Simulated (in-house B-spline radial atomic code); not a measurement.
**Ionising Te⁺ with different functionals**

Computed with a B-spline radial code for spherical atoms: four-component Dirac-Coulomb Hamiltonian, Fermi nucleus of rms radius 4.7423 fm, spin-restricted, spherical fractional occupations for the functionals. The ionisation energy is the difference of two self-consistent energies, [Kr] 4d10 5s2 5p3 → [Kr] 4d10 5s2 5p2, without Breit or QED terms; ε is the level of the shell that loses the electron (mean over j). The electron is taken from both j subshells in proportion to 2j + 1, so the result is a j average, not the step between ground levels.

Hybrids are left out here: with spherical fractional occupations of an open shell their exact exchange keeps a self-interaction that integer-occupation calculations don't have.

| method | rung | ΔSCF (eV) | -ε(5p) (eV) |
| --- | --- | --- | --- |
| LDA VWN5 | LDA | 18.20 | 13.91 |
| relativistic LDA | LDA | 18.19 | 13.91 |
| LDA PW92 | LDA | 18.19 | 13.91 |
| LDA exchange-only | LDA | 16.96 | 12.71 |
| PBE | GGA | ? | ? |
| PBEsol | GGA | 17.99 | 13.74 |
| BLYP | GGA | 17.84 | 13.56 |
| RPBE | GGA | 17.88 | 13.65 |
| PW91 | GGA | ? | ? |
| BP86 | GGA | 18.10 | 13.84 |
| AM05 | GGA | 17.95 | 13.69 |
| OLYP | GGA | 17.77 | 13.53 |

(1) What does PBE give?

(2) What does PW91 give?

(3) How do they compare with the NIST value?

Results:

(1) ΔSCF 17.95 eV, and -ε(5p) = 13.70 eV.

(2) ΔSCF 18.02 eV, and -ε(5p) = 13.77 eV.

(3) NIST lists 18.6 eV ± 0.4 (measured, ground level to ground level). Errors run from -1.64 to -0.40 eV; LDA VWN5 is closest (-0.40 eV), though others lie within the uncertainty of it, and part of that can be cancellation, since the calculations leave out Breit-QED terms, spin polarisation, the choice among j levels, multiplet and fine-structure energies.
